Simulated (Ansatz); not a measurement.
`CBN([SiH3])[SiH3]` and `CN([SiH3])[SiH3]` differ in one atom or group.

Ansatz, PBE0-D4/def2-TZVP geometries, multiplicity 1. Each molecule was computed in one conformer, which needn't be the lowest.

| property | `CBN([SiH3])[SiH3]` |
| --- | --- |
| HOMO energy (ωB97M-V/def2-TZVPP) / eV | -10.45 |
| size of the dipole moment (ωB97M-V/def2-TZVPP) / D | 0.38 |
| HOMO–LUMO gap (ωB97M-V/def2-TZVPP) / eV | 12.12 |
| HOMO energy (PBE0/def2-TZVPP) / eV | -8.20 |
| HOMO–LUMO gap (PBE/def2-TZVPP) / eV | 5.80 |
| LUMO energy (PBE/def2-TZVPP) / eV | -1.16 |

Question: Give the same properties after the change, and the shifts. (Best estimate.)

Answer: The calculation gave: 
```json
{"property": "HOMO energy (ωB97M-V/def2-TZVPP) / eV", "`CN([SiH3])[SiH3]`": "-9.37", "shift": "1.08"}
{"property": "size of the dipole moment (ωB97M-V/def2-TZVPP) / D", "`CN([SiH3])[SiH3]`": "0.89", "shift": "0.51"}
{"property": "HOMO–LUMO gap (ωB97M-V/def2-TZVPP) / eV", "`CN([SiH3])[SiH3]`": "11.12", "shift": "-1.00"}
{"property": "HOMO energy (PBE0/def2-TZVPP) / eV", "`CN([SiH3])[SiH3]`": "-7.08", "shift": "1.12"}
{"property": "HOMO–LUMO gap (PBE/def2-TZVPP) / eV", "`CN([SiH3])[SiH3]`": "5.03", "shift": "-0.77"}
{"property": "LUMO energy (PBE/def2-TZVPP) / eV", "`CN([SiH3])[SiH3]`": "-0.76", "shift": "0.40"}
```

With PBE0 the HOMO rises by 1.12 eV and the LUMO rises by 0.28 eV, so the gap narrows by about 0.84 eV. PBE moves the HOMO by 1.16 eV and ωB97M-V by 1.08 eV. Dipoles are sizes alone; their direction can turn.
